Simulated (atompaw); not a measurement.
PBE PAW (atompaw) dataset for gold (Au), scalar-relativistic all-electron reference.

Input for atompaw 4.2.0.5:

```
Au 79
GGA-PBE scalarrelativistic loggrid 2001 logderivrange -10 5 376
6 6 5 4 0 0
6 0 1
6 1 0
0 0 0
c
c
c
c
v
v
c
c
c
v
v
c
c
v
c
2
1.65 1.50 1.50 0.90
n
n
y
4.4
n
custom rrkj vanderbiltortho besselshape
3 1 vpsmatchnc
1.65
1.65
1.35
0.55
1.65
1.65
PWSCFOUT
UPFDX 0.0125d0 UPFXMIN -7.d0 UPFZMESH 79.d0
END
```

Command:

```bash
atompaw < Au.input > Au.log
```

Resulting log (summary file):

```
[... start of the log left out ...]
   Valence                  :     -962.42931955148811

 PAW parameters:
       lmax =            2
         rc =    1.6528716995080155
        irc =         1436
   rc_shape =    1.5013739531429655
    rc_vloc =    1.5013739531429655
    rc_core =   0.90324263469356514
   Vloc: VPS match (norm-conservation) with l= 3;e=   1.0000E+00
   Projector type: RRKJ pseudization + Vanderbilt ortho.
   Bessel compensation charge shape zeroed at   1.5014E+00

 Number of basis functions     6
 No.   n  nodes  l      Energy         Cp coeff         Occ
  1    5    4    0   -0.7964981E+01 -0.5301187E+00  0.2000000E+01
  2    6    5    0   -0.4235203E+00 -0.9031525E+00  0.1000000E+01
  3    5    3    1   -0.4393923E+01  0.9434560E-01  0.6000000E+01
  4    6    4    1   -0.5657872E-01 -0.1345509E+02  0.0000000E+00
  5    5    2    2   -0.5054682E+00 -0.2184461E+01  0.1000000E+02
  6  999    3    2    0.4400000E+01 -0.1716484E-01  0.0000000E+00

 Eigenvalues of overlap operator (in the basis of projectors):
    1       -5.26901576E+00
    2       -1.53127688E+00
    3       -2.45741002E-01
    4        6.90042935E+00
    5        1.93137464E+01
    6        2.75899632E+01

The overlap operator has at least one negative eigenvalue!
It might be not positive definite...
Program is stopping.
This probably means that your projectors are too similar
or that your PAW basis is incomplete.
Advice: try to change your input parameters (f.i. : reference energies).
```

The run stopped because the overlap operator built from these waves and projectors is not positive definite.

The run took about 18 s on one core of a shared server CPU.
